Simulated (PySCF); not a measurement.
Level of theory: PySCF 2.14.0 with PBE-D3(BJ)/def2-TZVP // PBE0-D4/def2-SVP. Gas-phase values, no solvent. One relaxed conformer stands for a flexible species; it need not be the lowest. Excitations are Tamm–Dancoff values on a coarser integration grid. The basis has no diffuse functions, so Rydberg states are missing or too high.

Reference species (SMILES): `[NH2][GeH2][CH]=O` (neutral, multiplicity 1).

```json
{
  "T1 excitation (TDA)": "2.41 eV",
  "HOMO–LUMO gap": "2.78 eV",
  "HOMO": "-5.37 eV"
}
```

Changed species: `[NH2][GeH2][GeH2][GeH2][CH]=O` (n = 3; the reference has n = 1).

### Question
What does the change do to the T1 excitation (TDA), HOMO–LUMO gap and HOMO?

### Answer
the T1 excitation (TDA) rises by 0.11 eV, to 2.52 eV; the HOMO–LUMO gap goes up by 0.10 eV, to 2.88 eV; the HOMO falls by 0.19 eV, to -5.56 eV.
